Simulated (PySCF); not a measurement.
C₃H₇NSi, SMILES [SiH3]N1C=CC1. Geometry: PBE-D3(BJ)/def2-SVP. The structure was generated by enumeration, and PubChem lists no compound with its InChIKey, so it may never have been made.

Computed equilibrium geometry at PBE-D3(BJ)/def2-SVP (PySCF confirms it by a frequency run) as Cartesian coordinates in Å:
```xyz
12

Si     1.7141    -0.1429    -0.0550
N      0.0091     0.2093     0.1448
C     -1.0166    -0.3707     0.9293
C     -2.0491    -0.0807     0.0879
C     -1.0455     0.5440    -0.8656
H      2.3110     0.9907    -0.8403
H      2.3112    -0.2202     1.3220
H      2.0356    -1.4329    -0.7789
H     -0.8808    -0.8523     1.9110
H     -3.1391    -0.1681     0.1093
H     -0.9011     0.0245    -1.8381
H     -1.1300     1.6385    -1.0385
```
